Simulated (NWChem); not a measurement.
System: CH₃ClSSe; SMILES CS[Se]Cl

Output (shortened):

```
             Northwest Computational Chemistry Package (NWChem) 7.3.0
             --------------------------------------------------------

                             Geometry "geometry" -> ""
                             -------------------------

 Output coordinates in angstroms (scale by  1.889725989 to convert to a.u.)

  No.       Tag          Charge          X              Y              Z
 ---- ---------------- ---------- -------------- -------------- --------------
    1 Se                  34.0000     0.77234400    -0.39669200    -0.08734300
    2 Cl                  17.0000    -0.88456400    -1.90857100     0.10713500
    3 S                   16.0000    -0.06596600     1.46905200     0.64945000
    4 C                    6.0000    -0.96447300     2.16729200    -0.79493700
    5 H                    1.0000    -0.29543400     2.28886700    -1.64852800
    6 H                    1.0000    -1.33590000     3.14587600    -0.47436800
    7 H                    1.0000    -1.80878100     1.52741900    -1.05856100

 Effective nuclear repulsion energy (a.u.)     425.1004998044

                              NWChem Property Module
                              ----------------------

  itol2e modified to match energy
  convergence criterion.

                                 NWChem DFT Module
                                 -----------------

 Summary of "ao basis" -> "ao basis" (spherical)
 ------------------------------------------------------------------------------
       Tag                 Description            Shells   Functions and Types
 ---------------- ------------------------------  ------  ---------------------
 Se                         pcsseg-1                15       41   5s7p3d
 Cl                         pcsseg-1                10       24   4s5p1d
 S                          pcsseg-1                10       24   4s5p1d
 C                          pcsseg-1                 7       17   3s3p1d
 H                          pcsseg-1                 3        5   2s1p

  itol2e modified to match energy
  convergence criterion.

[...]

          -----------------------------------------
          Chemical Shielding Tensors (GIAO, in ppm)
          -----------------------------------------

                                NWChem CPHF Module
                                ------------------

  scftype          =     RHF
  nclosed          =       38
  nopen            =        0
  variables        =     3154
  # of vectors     =        3
  tolerance        = 0.10D-03
  level shift      = 0.00D+00
  max iterations   =       50
  max subspace     =       30

 SCF residual:    2.1942712517551119E-005

Iterative solution of linear equations
  No. of variables     3154
  No. of equations        3
  Maximum subspace       30
        Iterations       50
       Convergence  1.0D-04

   iter   nsub   residual    time
   ----  ------  --------  ---------
     1      3    9.53D-01     123.9
     2      6    2.35D-01     144.2
     3      9    4.54D-02     164.3
     4     12    9.09D-03     184.3
     5     15    8.24D-04     207.7
     6     18    1.63D-04     229.1
     7     21    5.90D-05     247.8

      Atom:    1  Se
        Diamagnetic
   2997.8666      2.4223     -3.0119
      2.4223   3003.9688      2.6181
     -3.0119      2.6181   2987.7367

        Paramagnetic
  -2565.8520   1022.2445    -87.7415
   1022.2445  -3232.8550   -184.6475
    -87.7415   -184.6475  -3043.2410

        Total Shielding Tensor
    432.0146   1024.6668    -90.7535
   1024.6668   -228.8862   -182.0293
    -90.7535   -182.0293    -55.5043

           isotropic =      49.2080
          anisotropy =    1732.4134

          Principal Components and Axis System
                 1           2           3
             1204.1503   -984.6787    -71.8475

      1         0.7965     -0.5787      0.1751
      2         0.5876      0.8091      0.0011
      3        -0.1423      0.1020      0.9846

      Atom:    2  Cl
        Diamagnetic
   1148.0074      8.5178     -0.8549
      8.5178   1149.5866     -0.7065
     -0.8549     -0.7065   1139.3160

        Paramagnetic
   -214.8972      3.8301   -218.6307
      3.8301     25.5825    198.9446
   -218.6307    198.9446   -679.7772

        Total Shielding Tensor
    933.1102     12.3479   -219.4855
     12.3479   1175.1691    198.2381
   -219.4855    198.2381    459.5388

           isotropic =     855.9394
          anisotropy =     567.0401

          Principal Components and Axis System
                 1           2           3
             1233.9661   1002.9985    330.8535

      1        -0.1729      0.9251      0.3380
      2         0.9413      0.2562     -0.2198
      3         0.2900     -0.2802      0.9151

      Atom:    3  S
        Diamagnetic
   1049.2189     -6.4183      2.2840
     -6.4183   1060.5730      1.4753
      2.2840      1.4753   1052.4253

        Paramagnetic
   -740.0070    -24.2865   -112.5955
    -24.2865   -516.1429    132.2675
   -112.5955    132.2675   -927.5609

        Total Shielding Tensor
    309.2119    -30.7049   -110.3115
    -30.7049    544.4301    133.7428
   -110.3115    133.7428    124.8644

           isotropic =     326.1688
          anisotropy =     406.2012

          Principal Components and Axis System
                 1           2           3
              596.9696    332.9769     48.5599

      1        -0.2186      0.9079      0.3576
      2         0.9243      0.3102     -0.2225
      3         0.3129     -0.2819      0.9070

      Atom:    4  C
        Diamagnetic
    248.8920     -4.9417      6.0647
     -4.9417    250.6859     -5.7880
      6.0647     -5.7880    253.1218

[...]
```

Level: BHandHLYP/pcSseg-1, GIAO. Structure relaxed at the B3LYP/6-31G* (spherical d) level. NWChem prints the field gradient with the sign opposite to the second derivative of the potential. The printed shielding anisotropy is the first printed principal value minus the mean of the other two.

Problem. Write an input that gives this output.

Solution. One answer among several that fit: the input that was run:
```
start job
memory heap 200 mb stack 900 mb global 1100 mb
geometry units angstroms noautosym nocenter noautoz
  Se     0.772344    -0.396692    -0.087343
  Cl    -0.884564    -1.908571     0.107135
  S     -0.065966     1.469052     0.649450
  C     -0.964473     2.167292    -0.794937
  H     -0.295434     2.288867    -1.648528
  H     -1.335900     3.145876    -0.474368
  H     -1.808781     1.527419    -1.058561
end
basis spherical
  Se library pcsseg-1
  Cl library pcsseg-1
  S library pcsseg-1
  C library pcsseg-1
  H library pcsseg-1
end
dft
  xc bhlyp
  iterations 150
end
property
  shielding
  efieldgrad
end
task dft property
```
